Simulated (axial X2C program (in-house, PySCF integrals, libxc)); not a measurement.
## Working with the constants of GeBr

A bond curve at the CCSD(T) level, 2c, was computed with an in-house relativistic program for diatomic molecules (basis Br dyall-cv3z [8s9p6d4f1g], Ge dyall-cv3z [9s9p7d4f1g] (cores contracted in-house)) for the state Ω = 1/2 (⟨Sz⟩ = -0.50, ⟨Lz⟩ = 1.00 at HF). Its fit gives Re = 2.3375 Å, ωe = 291.7 cm⁻¹, ωexe = 0.705 cm⁻¹ and αe = 2.888e-04 cm⁻¹; the masses are 78.9183 and 73.9212 u. Two-component means X2C with spin–orbit coupling and atomic mean-field Coulomb and Gaunt terms.

Correlated methods: 11 electrons correlated (number of frozen shells: Br 3 s, 2 p, 1 d; Ge 3 s, 2 p, 1 d), 249 virtual spin orbitals or spinors in MP2, 90 natural virtuals in coupled cluster.

(1) Find the reduced mass, Be and the force constant.

(2) Estimate the centrifugal constant by the Kratzer relation.

(3) Where do the fundamental and the first overtone lie?

(4) A Morse curve ties αe to the other constants (Pekeris). How well does that hold?

The state is one determinant whose occupation by symmetry is held fixed; it was picked as the lowest of a PBE0 search that is not exhaustive. CCSD and (T) use frozen natural virtuals with an MP2 correction for the truncation; (T) itself is uncorrected, so its De runs slightly low. With the outer-core shells frozen, correlated bond lengths of heavy atoms tend to come out a few hundredths of an ångström too long.

Answers

(1) From the CCSD(T) values: μ = 38.1690 u. Be = 16.8576/(μ Re²) = 0.08083 cm⁻¹. k = 5.8918×10⁻⁷ μ ωe² = 1.91 mdyn/Å.

(2) D = 4Be³/ωe² = 2.48e-08 cm⁻¹.

(3) ν(1←0) = ωe − 2ωexe = 290.3 cm⁻¹; ν(2←0) = 2ωe − 6ωexe = 579.2 cm⁻¹.

(4) αe(Morse) = 6Be²/ωe × (√(ωexe/Be) − 1) = 2.625e-04 cm⁻¹; the CCSD(T) curve gives 2.888e-04 cm⁻¹, a ratio of 0.91.
